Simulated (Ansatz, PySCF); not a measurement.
Pair of molecules: N2 (SMILES N#N) (first 2 atoms) with GeH4 (SMILES [GeH4]); geometry from B3LYP-D3(BJ)/def2-TZVP, rigid monomers moved along the line of their centres of mass till N2···Ge3 is 3.24 Å.
(charge 0, multiplicity 1):
```xyz
7

N     -0.2136    -0.0766    -1.1125
N     -0.5000     0.3781    -0.1633
Ge     0.0971    -0.0403     2.9976
H      0.4752    -0.3617     4.4519
H     -0.5837    -1.2635     2.3663
H      1.3670     0.3025     2.2051
H     -0.8650     1.1553     2.9698
```

Counterpoise-corrected where a basis set is named; no monomer relaxation.

Correlated levels freeze the cores. Filled d and f shells under p-block atoms count as core. CBS(a, b) extrapolates the correlation energy as X⁻³ and adds the Hartree–Fock energy of set b.

Run with Ansatz (an electronic-structure program) with Gaussian orbitals; PySCF for the dispersion terms. Values without a source in brackets are computed.

PBE/def2-TZVPPD gives 2.2 kJ/mol for the interaction energy.

**Question.** How do the other levels lie against it? Give each less PBE: PBE-D3(BJ)/def2-TZVPPD, r2SCAN/def2-TZVPPD, B3LYP/def2-TZVPPD, wB97M-V/def2-TZVPPD, MP2/CBS(aug-cc-pVDZ, aug-cc-pVTZ), CCSD(T)/CBS(aug-cc-pVDZ, aug-cc-pVTZ).

**Answer.** PBE-D3(BJ)/def2-TZVPPD -3.4; r2SCAN/def2-TZVPPD -1.0; B3LYP/def2-TZVPPD 2.8; wB97M-V/def2-TZVPPD -2.9; MP2/CBS(aug-cc-pVDZ, aug-cc-pVTZ) -3.5; CCSD(T)/CBS(aug-cc-pVDZ, aug-cc-pVTZ) -2.8 kJ/mol. 1 of 6 lie above PBE; the widest gap is to MP2/CBS(aug-cc-pVDZ, aug-cc-pVTZ).
